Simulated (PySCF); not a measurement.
## A single-point calculation

[TaOF4]− (singlet). PySCF 2.14.0, RKS r2SCAN, Ta def2-SVP with ECP60, O def2-SVP, F def2-SVP; non-relativistic Hamiltonian with scalar-relativistic core potentials where named; density fitting; no spin-orbit coupling. Purpose: level r2SCAN.

```python
mol = gto.M(atom='''
Ta    -0.00000    -0.00000     0.08136
O     -0.00000    -0.00000     1.84250
F      1.86602    -0.00000    -0.46574
F      0.00000     1.86602    -0.46574
F     -1.86602     0.00000    -0.46574
F     -0.00000    -1.86602    -0.46574''',
    basis={'Ta': 'def2-SVP', 'O': 'def2-SVP', 'F': 'def2-SVP'},
    ecp={'Ta': 'def2-SVP'},
    charge=-1, spin=0)
mf = dft.RKS(mol, xc='R2SCAN')
mf.grids.atom_grid = (75, 302)
mf = mf.density_fit()  # fitting sets: Ta def2-universal-JKFIT, O def2-universal-JKFIT, F def2-universal-JKFIT
mf.conv_tol = 1e-08; mf.max_cycle = 55
mf.kernel(dm0)  # dm0: converged density of the relaxed state
mf.nuc_grad_method().kernel()
```

Run from Python with OMP_NUM_THREADS=2; the lines above give its settings. Where DIIS fails, smearing, a level shift and second-order steps follow.
It took 6.4 s on 2 threads of AMD EPYC 7B13 (Zen 3), with other jobs on the host, from an already converged density.

Q: Where do the frontier levels lie, over both spins?

A: HOMO -2.93 eV, LUMO 3.09 eV. 

Q: What does the SCF print?

A: 
```
init E= -531.520056079429
cycle= 1 E= -531.520581078624  delta_E= -0.000525  |g|= 0.0697  |ddm|= 0.198
cycle= 2 E= -531.515529025306  delta_E= 0.00505  |g|= 0.176  |ddm|= 0.175
cycle= 3 E= -531.521321792413  delta_E= -0.00579  |g|= 0.0352  |ddm|= 0.13
cycle= 4 E= -531.521575649454  delta_E= -0.000254  |g|= 0.00262  |ddm|= 0.0252
cycle= 5 E= -531.521577289799  delta_E= -1.64e-06  |g|= 0.000335  |ddm|= 0.00287
cycle= 6 E= -531.52157730932  delta_E= -1.95e-08  |g|= 6.99e-05  |ddm|= 0.000346
cycle= 7 E= -531.521577310251  delta_E= -9.32e-10  |g|= 1.34e-05  |ddm|= 6.04e-05
Extra cycle  E= -531.521577310182  delta_E= 6.92e-11  |g|= 2.33e-05  |ddm|= 2.98e-05
converged SCF energy = -531.521577310182
```

Q: What are the Mulliken charges and spins?

A: 
```csv
atom,charge (e),spin (e)
Ta1,1.161,0.000
O2,-0.462,0.000
F3,-0.425,0.000
F4,-0.425,0.000
F5,-0.425,0.000
F6,-0.425,0.000
```

Q: What forces act on the atoms (eV/Å)?

A: 
```
Ta   0.00  0.00  0.34
O    0.00  0.00 -0.67
F   -0.24  0.00  0.08
F    0.00 -0.24  0.08
F    0.24  0.00  0.08
F    0.00  0.24  0.08
```
Forces carry noise of the integration grid, about 0.01 to 0.03 eV/Å.

The geometry was relaxed with TPSS (Ta def2-SVP with ECP60, O def2-SVP, F def2-SVP).
